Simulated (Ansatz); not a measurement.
Mulliken charges of `[SH][Sn][SH]` from PBE/def2-TZVPP in Ansatz (PBE0-D4/def2-TZVP geometry).

```
atom   x (Å)   y (Å)   z (Å)  charge (e)
  S1  -0.764   1.153  -0.470      -0.376
 Sn2  -0.320  -1.235  -0.574       0.512
  S3   1.440  -1.175   1.103      -0.377
  H4  -1.736   1.110  -1.397       0.117
  H5   1.379   0.147   1.337       0.125
```

**Question.** By hand: the dipole of these point charges (1 e Å = 4.8032 D).

**Answer.** Σ q r = (-0.450, -0.475, -0.529) e Å, of length 0.841 e Å = 4.04 D.

**Question.** How does the dipole of the full density compare? (Estimate.)

**Answer.** Ansatz gave: (-0.264, -0.148, -0.282) e Å, 1.99 D; the point charges give 2.03 times that, at 14° from its direction.

Point charges leave out the atoms' own dipoles, such as those of lone pairs, and Mulliken's split depends on the basis, so the two needn't agree.
